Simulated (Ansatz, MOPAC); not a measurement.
Molecule: H₉Si₄O, charge 0, multiplicity 2. SMILES: O[Si]([SiH2])([SiH3])[SiH3]

Atoms: O1, Si2, Si3, Si4, Si5, H6, H7, H8, H9, H10, H11, H12, H13, H14. Bonds: O1-Si2, O1-H6, Si2-Si3, Si2-Si4, Si2-Si5, Si3-H7, Si3-H8, Si4-H9, Si4-H10, Si4-H11, Si5-H12, Si5-H13, Si5-H14.

Bond lengths (Å) and angles (degrees) optimised at AM1 with MOPAC; PM7 with MOPAC; HF/3-21G with Ansatz (a first-principles code); HF/6-31G* with Ansatz; B3LYP/6-31G* with Ansatz; MP2/6-31G* with Ansatz, each started from the B3LYP-D3(BJ)/def2-TZVP structure (Ansatz) of the last column. A row stands for all coordinates that are equal there; 11 of 30 kinds are shown. 6-31G* holds six Cartesian d functions. No wavenumbers were computed at MP2/6-31G*, so these may be saddle points.

```
coordinate             AM1             PM7  HF/3-21G  HF/6-31G*  B3LYP/6-31G*  MP2/6-31G*  B3LYP-D3(BJ)/def2-TZVP
----------  --------------  --------------  --------  ---------  ------------  ----------  ----------------------
O1-Si2               1.785           1.621     1.698      1.671         1.692       1.699                   1.673
O1-H6                0.952           0.960     0.963      0.947         0.969       0.972                   0.961
Si2-Si3              2.416           2.192     2.383      2.358         2.353       2.338                   2.336
Si2-Si4              2.429           2.250     2.386      2.365         2.366       2.350                   2.352
Si2-Si5              2.431           2.250     2.371      2.356         2.354       2.339                   2.342
Si3-H7      1.461 to 1.467  1.446 to 1.464     1.489      1.480         1.492       1.489                   1.486
Si3-H8               1.461           1.447     1.490      1.481         1.494       1.489                   1.487
Si4-H10              1.467           1.464     1.488      1.479         1.490       1.488                   1.484
O1-Si2-Si3           118.1           111.8     115.6      113.0         114.0       114.2                   114.5
O1-Si2-Si4           117.3           110.9     113.9      110.7         111.7       111.5                   111.9
O1-Si2-Si5           111.9           103.0     105.5      105.3         104.4       104.1                   106.0
```

A range marks coordinates that this level makes unequal.

Mean signed difference of all 13 bond lengths from B3LYP-D3(BJ)/def2-TZVP: AM1 0.015 Å, PM7 -0.046 Å, HF/3-21G 0.013 Å, HF/6-31G* -0.001 Å, B3LYP/6-31G* 0.009 Å, MP2/6-31G* 0.005 Å.
